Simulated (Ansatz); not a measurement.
Tuning the range parameter of LC-ωPBE so that −HOMO meets the ionisation energy; basis def2-SVP, Ansatz. System: (CdS)6 ring (Cd₆S₆). Total charge 0; singlet. Geometry: PBE-D4/def2-SVP. The ionised state is a doublet.

Geometry of the singlet:

```xyz
12

Cd   -3.012   -1.343    0.439
S    -4.486   -0.033   -0.855
Cd   -2.897    1.674   -1.222
S    -1.340    3.398   -1.649
Cd   -0.074    2.961    0.292
S     1.173    2.525    2.247
Cd    2.849    1.289    1.135
S     4.564    0.062    0.076
Cd    3.099   -1.603   -0.730
S     1.672   -3.279   -1.588
Cd    0.037   -2.978    0.085
S    -1.585   -2.672    1.770
```

In the def2 sets Cd takes a core potential; there is no spin–orbit coupling.

| ω (1/bohr) | HOMO (eV) | LUMO (eV) | vertical IE (eV) | HOMO + IE (eV) |
| --- | --- | --- | --- | --- |
| 0.1 | -7.44 | -1.85 | 8.00 | 0.56 |
| 0.15 | -8.01 | -1.42 | 8.36 | 0.35 |
| 0.3 | -9.23 | -0.77 | 8.98 | -0.24 |

Q: Estimate the row for 0.2 bohr⁻¹.

A: 
```csv
ω (1/bohr),HOMO (eV),LUMO (eV),vertical IE (eV),HOMO + IE (eV)
0.2,-8.50,-1.11,8.71,0.22
```

Q: Where does the tuning condition hold?

A: Near ω = 0.25 bohr⁻¹, by linear interpolation.
